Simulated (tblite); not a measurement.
Parent: `[CH3:1][CH2:2][NH:3][Si@@:4]([CH3:5])([NH2:6])[OH:7]` with C1–C2–N3–Si4 -78°, C2–N3–Si4–C5 -51°, N3–Si4–N6–H 58° and -171°, N3–Si4–O7–H 56°, C3H12N2OSi.

Structures optimised with GFN2-xTB, isolated species. One conformer each, not checked by frequencies here.

| coordinate of the parent | value |
| --- | --- |
| C1–C2 | 1.527 Å |
| C2–N3 | 1.445 Å |
| N3–Si4 | 1.728 Å |
| Si4–C5 | 1.896 Å |
| Si4–N6 | 1.734 Å |
| Si4–O7 | 1.644 Å |
| C1–C2–N3 | 113.5° |
| C2–N3–Si4 | 123.2° |
| N3–Si4–C5 | 108.3° |
| N3–Si4–N6 | 114.2° |
| N3–Si4–O7 | 106.1° |
| C5–Si4–N6 | 107.5° |
| C5–Si4–O7 | 112.4° |
| N6–Si4–O7 | 108.3° |

Q: How does the shared frame change in `[CH3:1][NH:2][CH2:3][CH2:4][NH:5][Si@:6]([CH3:7])([NH2:8])[OH:9]` with C1–N2–C3–C4 -177°, N2–C3–C4–N5 61°, C3–C4–N5–Si6 79°, C4–N5–Si6–C7 -107°, N5–Si6–N8–H -54° and 78°, C4H15N3OSi? Atoms pair as C1 = C3, C2 = C4, N3 = N5, Si4 = Si6, C5 = C7, N6 = N8, O7 = O9 (parent first).

A: 
| parent | relative | value in the relative | change |
| --- | --- | --- | --- |
| C1–C2 | C3–C4 | 1.530 Å | +0.003 |
| C2–N3 | C4–N5 | 1.444 Å | -0.001 |
| N3–Si4 | N5–Si6 | 1.732 Å | +0.004 |
| Si4–C5 | Si6–C7 | 1.902 Å | +0.006 |
| Si4–N6 | Si6–N8 | 1.736 Å | +0.002 |
| Si4–O7 | Si6–O9 | 1.637 Å | -0.007 |
| C1–C2–N3 | C3–C4–N5 | 113.1° | -0.4 |
| C2–N3–Si4 | C4–N5–Si6 | 122.7° | -0.5 |
| N3–Si4–C5 | N5–Si6–C7 | 114.6° | +6.3 |
| N3–Si4–N6 | N5–Si6–N8 | 113.6° | -0.6 |
| N3–Si4–O7 | N5–Si6–O9 | 103.5° | -2.6 |
| C5–Si4–N6 | C7–Si6–N8 | 105.3° | -2.2 |
| C5–Si4–O7 | C7–Si6–O9 | 113.0° | +0.6 |
| N6–Si4–O7 | N8–Si6–O9 | 106.7° | -1.6 |

Of the parent's bonds, Si4–C5 and Si4–O7 change most and about equally (-0.007 to +0.006 Å). Bonds of the relative outside the shared frame: C1–N2 1.447, N2–C3 1.452 Å. Point group C1 → C1.

Q: How does the shared frame change in `[CH3:1][C:2](=[O:3])[CH2:4][CH2:5][NH:6][Si@@:7]([CH3:8])([NH2:9])[OH:10]` with C1–C2–C4–C5 92°, C2–C4–C5–N6 -173°, C4–C5–N6–Si7 81°, C5–N6–Si7–C8 178°, N6–Si7–N9–H 141° and -86°, C5H14N2O2Si? Atoms pair as C1 = C4, C2 = C5, N3 = N6, Si4 = Si7, C5 = C8, N6 = N9, O7 = O10 (parent first).

A: 
| parent | relative | value in the relative | change |
| --- | --- | --- | --- |
| C1–C2 | C4–C5 | 1.545 Å | +0.018 |
| C2–N3 | C5–N6 | 1.439 Å | -0.006 |
| N3–Si4 | N6–Si7 | 1.731 Å | +0.003 |
| Si4–C5 | Si7–C8 | 1.898 Å | +0.002 |
| Si4–N6 | Si7–N9 | 1.735 Å | +0.001 |
| Si4–O7 | Si7–O10 | 1.635 Å | -0.009 |
| C1–C2–N3 | C4–C5–N6 | 112.8° | -0.7 |
| C2–N3–Si4 | C5–N6–Si7 | 121.6° | -1.6 |
| N3–Si4–C5 | N6–Si7–C8 | 105.5° | -2.8 |
| N3–Si4–N6 | N6–Si7–N9 | 113.9° | -0.3 |
| N3–Si4–O7 | N6–Si7–O10 | 108.3° | +2.2 |
| C5–Si4–N6 | C8–Si7–N9 | 115.1° | +7.6 |
| C5–Si4–O7 | C8–Si7–O10 | 113.8° | +1.4 |
| N6–Si4–O7 | N9–Si7–O10 | 100.2° | -8.1 |

Of the parent's bonds, C1–C2 changes most (+0.018 Å). Bonds of the relative outside the shared frame: C1–C2 1.507, C2=O3 1.206, C2–C4 1.508 Å. Point group C1 → C1.

Q: How does the shared frame change in `[CH3:1][CH2:2][CH2:3][CH2:4][NH:5][Si@@:6]([CH3:7])([NH2:8])[OH:9]` with C1–C2–C3–C4 178°, C2–C3–C4–N5 -179°, C3–C4–N5–Si6 81°, C4–N5–Si6–C7 178°, N5–Si6–N8–H 140° and -85°, C5H16N2OSi? Atoms pair as C1 = C3, C2 = C4, N3 = N5, Si4 = Si6, C5 = C7, N6 = N8, O7 = O9 (parent first).

A: 
| parent | relative | value in the relative | change |
| --- | --- | --- | --- |
| C1–C2 | C3–C4 | 1.530 Å | +0.003 |
| C2–N3 | C4–N5 | 1.446 Å | +0.001 |
| N3–Si4 | N5–Si6 | 1.729 Å | +0.001 |
| Si4–C5 | Si6–C7 | 1.901 Å | +0.005 |
| Si4–N6 | Si6–N8 | 1.734 Å | 0.000 |
| Si4–O7 | Si6–O9 | 1.635 Å | -0.009 |
| C1–C2–N3 | C3–C4–N5 | 113.3° | -0.2 |
| C2–N3–Si4 | C4–N5–Si6 | 122.1° | -1.1 |
| N3–Si4–C5 | N5–Si6–C7 | 105.3° | -3.0 |
| N3–Si4–N6 | N5–Si6–N8 | 114.9° | +0.7 |
| N3–Si4–O7 | N5–Si6–O9 | 108.8° | +2.7 |
| C5–Si4–N6 | C7–Si6–N8 | 114.5° | +7.0 |
| C5–Si4–O7 | C7–Si6–O9 | 112.9° | +0.5 |
| N6–Si4–O7 | N8–Si6–O9 | 100.4° | -7.9 |

Of the parent's bonds, Si4–O7 changes most (-0.009 Å). Bonds of the relative outside the shared frame: C1–C2 1.524, C2–C3 1.526 Å. Point group C1 → C1.

The numbers are calculated, not measured.
